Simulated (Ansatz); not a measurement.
Mulliken charges of CH6FNSi, SMILES `FCN[SiH3]` from r2SCAN/def2-TZVPP in Ansatz (PBE0-D4/def2-TZVP geometry).

```json
{"atom": "F1", "x (Å)": "-1.310", "y (Å)": "0.909", "z (Å)": "-1.436", "charge (e)": "-0.255"}
{"atom": "C2", "x (Å)": "-0.161", "y (Å)": "1.172", "z (Å)": "-0.677", "charge (e)": "0.214"}
{"atom": "N3", "x (Å)": "0.562", "y (Å)": "0.011", "z (Å)": "-0.359", "charge (e)": "-0.344"}
{"atom": "Si4", "x (Å)": "0.076", "y (Å)": "-1.102", "z (Å)": "0.878", "charge (e)": "0.377"}
{"atom": "H5", "x (Å)": "0.440", "y (Å)": "1.863", "z (Å)": "-1.274", "charge (e)": "0.047"}
{"atom": "H6", "x (Å)": "-0.507", "y (Å)": "1.664", "z (Å)": "0.236", "charge (e)": "0.049"}
{"atom": "H7", "x (Å)": "1.119", "y (Å)": "-0.341", "z (Å)": "-1.123", "charge (e)": "0.138"}
{"atom": "H8", "x (Å)": "1.266", "y (Å)": "-1.912", "z (Å)": "1.241", "charge (e)": "-0.072"}
{"atom": "H9", "x (Å)": "-0.385", "y (Å)": "-0.281", "z (Å)": "2.026", "charge (e)": "-0.073"}
{"atom": "H10", "x (Å)": "-1.018", "y (Å)": "-2.034", "z (Å)": "0.492", "charge (e)": "-0.079"}
```

**Question.** By hand: the dipole of these point charges (1 e Å = 4.8032 D).

**Answer.** Σ q r = (0.303, 0.041, 0.196) e Å, of length 0.363 e Å = 1.74 D.

**Question.** How does the dipole of the full density compare? (Estimate.)

**Answer.** Ansatz gave: (0.345, 0.031, 0.037) e Å, 1.67 D; the point charges give 1.04 times that, at 27° from its direction.

Point charges leave out the atoms' own dipoles, such as those of lone pairs, and Mulliken's split depends on the basis, so the two needn't agree.
